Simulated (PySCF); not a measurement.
Calculation: PBE-D3(BJ)/def2-TZVP // B3LYP-D3(BJ)/def2-TZVP (PySCF 2.14.0). All species are isolated molecules in the gas phase. 

Reference species (SMILES): `[GaH3]` (neutral, multiplicity 1).

| Property | Value |
|---|---|
| HOMO–LUMO gap | 4.69 eV |
| HOMO | -7.34 eV |

Changed species: `[Cl][GaH][Cl]` (2 of 3 H replaced by Cl; the reference has 0 of 3 H replaced by Cl).

Problem. What does the change do to the HOMO–LUMO gap and HOMO?

Solution. the HOMO–LUMO gap rises by 0.50 eV, to 5.19 eV; the HOMO drops by 0.39 eV, to -7.73 eV.
